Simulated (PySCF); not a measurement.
OP, SMILES O=[P], multiplicity 2. The structure is a stationary point at PBE0-D3(BJ)/def2-TZVPD.

The numbers are results of PBE0-D3(BJ)/def2-TZVPD (PySCF), not measurements.

Harmonic wavenumbers (cm⁻¹): 1287. Rotational constants (GHz): 22.06 (linear); symmetry number 1.

Problem. Work out the zero-point energy and the ideal-gas rigid-rotor harmonic-oscillator thermochemistry at 298.15 K and 1 atm.

Solution. ZPE = ½ Σ hcν = ½ × 1287 cm⁻¹ = 7.70 kJ/mol. H − E(el) = 16.40 kJ/mol. Entropy in J/(mol K): translation 156.76, rotation 55.21, vibration 0.12, spin 5.76, total 217.85. G − E(el) = -48.55 kJ/mol. Cp = 29.75 J/(mol K).
